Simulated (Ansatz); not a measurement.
Ansatz (a quantum-chemistry and plane-wave program) input (B3LYP/jun-cc-pV(T+d)Z): A basis named .json is the Basis Set Exchange file of that set (core-valence sets with the plain set on hydrogen).

Ansatz 0.2 input:
```yaml
crystal:
  periodic: [false, false, false]
  atoms:
    - {symbol: Cl, position_ang: [0.00000000, 0.00000000, 0.00000000]}
basis:
  gaussian:
    orbitals: jun-cc-pV_T+d_Z.json
hamiltonian:
  xc: {name: B3LYP}
magnetization: {spin_polarized: true, initial_magnetization: 1}
scf: {lower_state_search: full}
```

Output:

```
Functional definition: B3LYP
integrals: 0.01 GiB planned
362 factors; their error is unknown
mean field: 0.11 GiB planned
mean field evaluation 1: about -12521.8937 eV, gradient 4.6e0 eV
mean field evaluation 2: about -12521.9855 eV, gradient 1.6e0 eV
mean field evaluation 4: about -12521.9974 eV, gradient 6.3e-2 eV
mean field evaluation 8: about -12522.0060 eV, gradient 6.4e-4 eV
mean field evaluation 16: about -12521.8129 eV, gradient 6.6e0 eV
mean field evaluation 32: about -12522.0060 eV, gradient 3.6e-2 eV
mean field -12522.00602042 eV, -460.1752335301 hartree, gradient 3.9e-6 eV, S^2 0.753209; 2 other end points of the search recorded, 0 dependent functions left out
reference -12522.00619721 eV, -460.1752400267 hartree; 9, 8 occupied and 39, 40 virtual orbitals, 362 factors
Total energy: -12522.00619721 eV, -460.1752400267 hartree
```
